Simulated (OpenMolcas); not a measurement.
**CH4F2Si (SMILES C[SiH](F)F): the energy, rung by rung**

CH4F2Si has 8 atoms, charge 0, and is taken as a singlet. SMILES: `C[SiH](F)F`. The coordinates come from a PBE0-D4/def2-TZVP relaxation.

```xyz
8

C    -0.3871    0.8817   -0.1747
Si    0.3293   -0.7752    0.1806
F     1.9163   -0.6783    0.2267
F    -0.0354   -1.7839   -0.9940
H    -0.0134    1.2690   -1.1254
H    -0.1227    1.5910    0.6133
H    -1.4768    0.8244   -0.2314
H    -0.1181   -1.3857    1.4490
```

Quantity: the energy change with the C1–Si2 bond stretched from 1.840 to 2.392 Å, in eV. The values are calculated.

```json
{"level": "HF/cc-pVDZ (unrestricted)", "kind": "Hartree–Fock", "program": "OpenMolcas", "value (eV)": "1.55", "less CCSD(T)/cc-pVDZ": "+0.19", "CPU time (all runs)": "15 s"}
{"level": "PBE/cc-pVDZ (restricted)", "kind": "GGA", "program": "OpenMolcas", "value (eV)": "1.25", "less CCSD(T)/cc-pVDZ": "-0.11", "CPU time (all runs)": "64 s"}
{"level": "revPBE/cc-pVDZ (restricted)", "kind": "GGA", "program": "OpenMolcas", "value (eV)": "1.18", "less CCSD(T)/cc-pVDZ": "-0.18", "CPU time (all runs)": "61 s"}
{"level": "TPSS/cc-pVDZ (restricted)", "kind": "meta-GGA", "program": "OpenMolcas", "value (eV)": "1.26", "less CCSD(T)/cc-pVDZ": "-0.10", "CPU time (all runs)": "86 s"}
{"level": "M06-2X/cc-pVDZ (restricted)", "kind": "hybrid meta-GGA", "program": "OpenMolcas", "value (eV)": "1.49", "less CCSD(T)/cc-pVDZ": "+0.13", "CPU time (all runs)": "74 s"}
{"level": "B2PLYP/cc-pVDZ (restricted)", "kind": "double hybrid", "program": "OpenMolcas", "value (eV)": "1.40", "less CCSD(T)/cc-pVDZ": "+0.04", "CPU time (all runs)": "45 s"}
{"level": "MP2/cc-pVDZ (restricted)", "kind": "perturbation theory", "program": "OpenMolcas", "value (eV)": "1.46", "less CCSD(T)/cc-pVDZ": "+0.10", "CPU time (all runs)": "12 s"}
{"level": "CCSD(T)/cc-pVDZ (restricted)", "kind": "coupled cluster or CI", "program": "OpenMolcas", "value (eV)": "1.36", "less CCSD(T)/cc-pVDZ": "0.00", "CPU time (all runs)": "1.7 min"}
```

CCSD(T)/cc-pVDZ (restricted) is the highest level here, not the true value. The first shape isn't each level's own minimum. The values span 1.18 to 1.55 eV. CPU times are rough (shared hosts, several kinds of processor and program).
